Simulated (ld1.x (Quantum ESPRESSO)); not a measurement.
# Transferability test, TM potential for Pb

| Item | Value |
| --- | --- |
| Element | Pb (Z = 82) |
| Generator | ld1.x (Quantum ESPRESSO) 7.5 |
| Type | norm-conserving Troullier–Martins (Kleinman–Bylander form) |
| Functional | LDA (PZ) |
| Relativity | fully relativistic |
| Frozen core | [Xe] 4f14 5d10 |
| Valence charge | 4 |
| Reference configuration | 6s2 6p2 |
| Partial waves | 6s (bound): rc 1.45 bohr; 6d channel at 0.15 Ry: rc 1.85 bohr; 6p (bound): rc 2.25 bohr |
| Local potential | the p channel |
| Core correction | Bessel-smoothed model core inside 1.00 bohr |

Open shells are filled in proportion to 2j + 1 (rel_dist='average').

Energies are relative to the spin-unpolarised reference configuration 6s2 6p2; without spin polarisation the order of configurations can differ from experiment. The p channel is local and has no spin–orbit splitting in the pseudo-atom.

```csv
valence configuration,charge,ΔE all-electron (eV),error AE − PS (meV)
6s2 6p0,+2,20.881,+107
6s1 6p0,+3,53.752,-347
6s1 6p3,0,8.644,-153
6s1 6p2,+1,16.375,-91
6s2 6p2.3,-0.3,-0.893,-30
```

**Question.** What are ΔE and the potential's error for 6s0 6p4?

**Answer.** ΔE = 17.660 eV all-electron; the error (AE − PS) is -429 meV.

**Question.** What are ΔE and the potential's error for 6s2 6p1?

**Answer.** ΔE = 6.958 eV all-electron; the error (AE − PS) is +87 meV.

Levels in the configuration 6s2 6p1:

| level | all-electron (eV) | pseudo (eV) |
| --- | --- | --- |
| 6s j=1/2 | -19.555 | -19.607 |
| 6p j=1/2 | -11.558 | -10.221 |
| 6p j=3/2 | -9.656 | -10.221 |

These tests converged, but a pseudo level misses the all-electron one widely, so the file describes the atom poorly there or has found another state: 6s1 6p3: 6p by 1.2 eV; 6s0 6p4: 6p by 1.3 eV; 6s2 6p2.3: 6p by 1.0 eV.

Note: ghost state, extra bound levels that the all-electron valence spectrum of the same l lacks: d3/2 at -11.0 eV. A true bound ghost makes a file unfit for plane-wave use. The potential misses its own reference levels by up to 1.1 eV, so it is not fit for use.
